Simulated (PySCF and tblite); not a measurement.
The numbers below are computed, except where a source is named.
System: C6H8N2O, numbered as in [CH3:1][CH2:2][C:3](=[O:4])[c:5]1[cH:6][n:7][nH:8][cH:9]1.

Motion: shift of H on N8 from N8 to N7. GFN2-xTB gives an electronic barrier of 47.4 kcal/mol and a reaction energy of 1.0 kcal/mol.

Tunnelling of the moving H, left out here, will speed the real process. In real samples such hydrogens mostly exchange between molecules or through solvent, far faster than by this path.

What does PBE0/pcSseg-1 + D3(BJ), IEF-PCM acetonitrile give on PBE0-D3(BJ)/def2-SVP geometries?

A barrier of 55.5 kcal/mol, 8.1 above the tight-binding barrier (from unrounded values), a reaction energy of -0.1 kcal/mol and, with GFN2-xTB thermal terms, ΔG‡(298 K) = 51.2 kcal/mol and k = 3.9×10⁻²⁵ s⁻¹ (2 equivalent paths).

And the level of the geometries itself, PBE0-D3(BJ)/def2-SVP?

54.5 kcal/mol.

Programs: tblite and PySCF.
